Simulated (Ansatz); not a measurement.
Species: C₉H₁₀SSi, SMILES `Cc1cc2cc([SiH3])ccc2s1` (charge 0, multiplicity 1).

Task: Give a relaxed geometry from Ansatz (a first-principles code) with B3LYP-D3(BJ)/def2-SVP.

Result: the end point of this relaxation (outside a Z-matrix the atoms follow the SMILES, hydrogens last).
Z-matrix (Å, degrees):
```
C
C 1 1.4076
H 2 1.0936 1 118.86
C 2 1.3988 3 120.40 1 179.98
C 4 1.4178 2 118.87 3 -179.95
C 5 1.3909 4 121.78 2 -0.02
H 6 1.0921 5 120.71 4 179.98
H 5 1.0939 6 118.51 7 0.01
C 6 1.4001 7 120.83 5 179.98
C 1 1.4412 2 129.53 3 -0.02
C 10 1.3645 1 113.76 2 179.99
H 10 1.0914 11 122.80 1 -179.99
C 11 1.4956 10 128.41 12 -0.01
H 13 1.0995 11 110.09 10 0.01
H 13 1.1027 14 108.11 11 122.11
H 13 1.1027 14 108.11 15 115.78
S 9 1.7500 6 127.47 7 0.02
Si 4 1.8790 2 120.69 3 0.20
H 18 1.4918 4 109.16 2 -1.97
H 18 1.4938 19 109.07 3 123.01
H 18 1.4940 19 108.93 20 116.98
```
